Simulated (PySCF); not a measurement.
A run for PySCF: R-M06-2X/def2-TZVPP on C2H6Sn (SMILES [CH3][Sn][CH3]), a point of a torsion scan. Elements past Kr take the def2 small-core potentials; no spin–orbit coupling.

```python
from pyscf import gto, dft

mol = gto.M(
    atom='''
    C     1.69726321   -0.08967113    0.00955304
    Sn   -0.06485279    0.87940832   -1.02846402
    C    -0.01824130   -0.52923554   -2.79588365
    H     2.10660353   -0.92995278   -0.54765112
    H     2.50480173    0.62771336    0.16218864
    H     1.41775631   -0.45608633    0.99828139
    H     0.95458205   -0.49389525   -3.28602940
    H    -0.77443936   -0.31248965   -3.55009577
    H    -0.17018814   -1.55666117   -2.46494661
    ''',
    basis='def2-tzvpp',
    ecp={'Sn': 'def2-tzvpp'},
    charge=0, spin=0, verbose=4, max_memory=1800)
mf = dft.RKS(mol, xc='m062x').density_fit(auxbasis='def2-universal-jkfit')
mf.grids.level = 4
mf.conv_tol = 1e-9
mf.max_cycle = 150
mf.kernel()
mf.dip_moment()
```

Program output:

```
PySCF version 2.14.0

[INPUT] verbose = 4
[INPUT] num. atoms = 9
[INPUT] num. electrons = 40
[INPUT] charge = 0
[INPUT] spin (= nelec alpha-beta = 2S) = 0
[INPUT] symmetry False subgroup None
[INPUT] Mole.unit = angstrom
[INPUT] Symbol           X                Y                Z      unit          X                Y                Z       unit  Magmom
[INPUT]  1 C      1.697263210000  -0.089671130000   0.009553040000 AA    3.207362628200  -0.169453876980   0.018052629257 Bohr   0.0
[INPUT]  2 Sn    -0.064852790000   0.879408320000  -1.028464020000 AA   -0.122554011514   1.661840876464  -1.943515326769 Bohr   0.0
[INPUT]  3 C     -0.018241300000  -0.529235540000  -2.795883650000 AA   -0.034471061156  -1.000110225986  -5.283454374649 Bohr   0.0
[INPUT]  4 H      2.106603530000  -0.929952780000  -0.547651120000 AA    3.980903724742  -1.757356062978  -1.034910628611 Bohr   0.0
[INPUT]  5 H      2.504801730000   0.627713360000   0.162188640000 AA    4.733389266037   1.186206335131   0.306492110116 Bohr   0.0
[INPUT]  6 H      1.417756310000  -0.456086330000   0.998281390000 AA    2.679171137274  -0.861878252858   1.886478422350 Bohr   0.0
[INPUT]  7 H      0.954582050000  -0.493895250000  -3.286029400000 AA    1.803898637926  -0.933326756724  -6.209695603269 Bohr   0.0
[INPUT]  8 H     -0.774439360000  -0.312489650000  -3.550095770000 AA   -1.463478290483  -0.590519855261  -6.708708721277 Bohr   0.0
[INPUT]  9 H     -0.170188140000  -1.556661170000  -2.464946610000 AA   -0.321608974249  -2.941663280045  -4.658074004575 Bohr   0.0

nuclear repulsion = 117.684002526597
number of shells = 74
number of NR pGTOs = 279
number of NR cGTOs = 196
basis = def2-tzvpp
ecp = {'Sn': 'def2-tzvpp'}


******** <class 'pyscf.df.df_jk.DFRKS'> ********
method = DFRKS
initial guess = minao
damping factor = 0
level_shift factor = 0
DIIS = <class 'pyscf.scf.diis.CDIIS'>
diis_start_cycle = 1
diis_space = 8
diis_damp = 0
SCF conv_tol = 1e-09
SCF conv_tol_grad = None
SCF max_cycles = 150
direct_scf = False
XC library pyscf.dft.libxc version 7.1.2
    S. Lehtola, C. Steigemann, M. J. T. Oliveira, and M. A. L. Marques,  SoftwareX 7, 1–5 (2018)
XC functionals = m062x
    Y. Zhao and D. G. Truhlar,  Theor. Chem. Acc. 120, 215 (2008)
    Y. Zhao and D. G. Truhlar,  Theor. Chem. Acc. 120, 215 (2008)
radial grids:
    Treutler-Ahlrichs [JCP 102, 346 (1995); DOI:10.1063/1.469408] (M4) radial grids

becke partition: Becke, JCP 88, 2547 (1988); DOI:10.1063/1.454033
pruning grids: <function nwchem_prune>
grids dens level: 4
symmetrized grids: False
atomic radii adjust function: <function treutler_atomic_radii_adjust>
small_rho_cutoff = 0
Set gradient conv threshold to 3.16228e-05
Initial guess from minao.
tot grids = 183592
******** <class 'pyscf.df.df.DF'> ********
auxbasis = def2-universal-jkfit
init E= -256.944530850152
  HOMO = -0.653592748465266  LUMO = -0.566698128879857  gap/eV = 2.36452
cycle= 1 E= -292.939560284647  delta_E=  -36  |g|= 2.36  |ddm|= 30.9
  HOMO = -0.0310547523231826  LUMO = 0.0550063331825807  gap/eV = 2.34184
cycle= 2 E= -293.245574603219  delta_E= -0.306  |g|=  2.3  |ddm|= 8.73
  HOMO = -0.22324839495673  LUMO = -0.0387906233929698  gap/eV = 5.01935
cycle= 3 E= -294.014341601018  delta_E= -0.769  |g|= 0.0814  |ddm|= 5.09
  HOMO = -0.262605752210721  LUMO = -0.0673219723808707  gap/eV = 5.31394
cycle= 4 E= -294.01698904351  delta_E= -0.00265  |g|= 0.0275  |ddm|= 0.59
  HOMO = -0.256319042987522  LUMO = -0.0611755509077891  gap/eV = 5.31012
cycle= 5 E= -294.01721564258  delta_E= -0.000227  |g|= 0.0109  |ddm|= 0.0482
  HOMO = -0.256569039281938  LUMO = -0.0609422892070217  gap/eV = 5.32328
cycle= 6 E= -294.017246228372  delta_E= -3.06e-05  |g|= 0.00401  |ddm|= 0.0205
  HOMO = -0.256730264625382  LUMO = -0.0612596651929298  gap/eV = 5.31903
cycle= 7 E= -294.017250972001  delta_E= -4.74e-06  |g|= 0.000486  |ddm|= 0.00965
  HOMO = -0.256811043716439  LUMO = -0.06129789469591  gap/eV = 5.32018
cycle= 8 E= -294.017251088593  delta_E= -1.17e-07  |g|= 0.000174  |ddm|= 0.00236
  HOMO = -0.256804067329906  LUMO = -0.0612977904507268  gap/eV = 5.32000
cycle= 9 E= -294.017251097155  delta_E= -8.56e-09  |g|= 3.83e-05  |ddm|= 0.000341
  HOMO = -0.256805613181967  LUMO = -0.0612958973456035  gap/eV = 5.32009
cycle= 10 E= -294.017251097825  delta_E= -6.7e-10  |g|= 1.43e-05  |ddm|= 0.000127
  HOMO = -0.256806247519153  LUMO = -0.0612964508126232  gap/eV = 5.32009
Extra cycle  E= -294.017251097833  delta_E= -7.9e-12  |g|= 1.54e-05  |ddm|= 2.89e-05
converged SCF energy = -294.017251097833
Dipole moment(X, Y, Z, Debye): -0.09753,  0.13601,  0.05034
```

Self-consistency was reached.

Cost: about 30 core-seconds (a rough figure).
